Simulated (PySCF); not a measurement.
Species: C5H9FOS2.
SMILES: `CO[C@@H]1SC[C@](C)(F)S1`

Jobs on this species (18 atoms, 88 electrons) with PySCF (density fitting). Hardware of each: Intel Xeon Platinum 8488C, one thread, on a shared host. The host was shared with other jobs, so the times are rough. Peak memory is the resident size of the whole Python process, interpreter and libraries included.

```json
{"level and settings": "PBE0-D3(BJ)/def2-SVP, grid level 1", "work": "geometry optimisation from a GFN2-xTB start shaken at random", "basis functions": "179", "SCF cycles": "?", "wall time": "?", "peak memory": "?"}
{"level and settings": "PBE0/pcSseg-1, IEF-PCM water", "work": "shieldings, ring-centre shieldings", "basis functions": "212", "SCF cycles": "13", "wall time": "37 s", "peak memory": "1.1 GiB"}
{"level and settings": "PBE0/pcSseg-1, IEF-PCM tetrahydrofuran", "work": "shieldings, ring-centre shieldings, charges and field gradients", "basis functions": "212", "SCF cycles": "13", "wall time": "40 s", "peak memory": "1.1 GiB"}
```

Question: Fill in the missing figures.

Answer: 
- PBE0-D3(BJ)/def2-SVP, grid level 1; geometry optimisation from a GFN2-xTB start shaken at random: 1.7 min, 0.78 GiB, 48 SCF cycles

Question: What do all jobs in the table cost together?

Answer: About 3.0 min; the longest takes about 57 % of that, and about 2.8 times as long as the shortest.
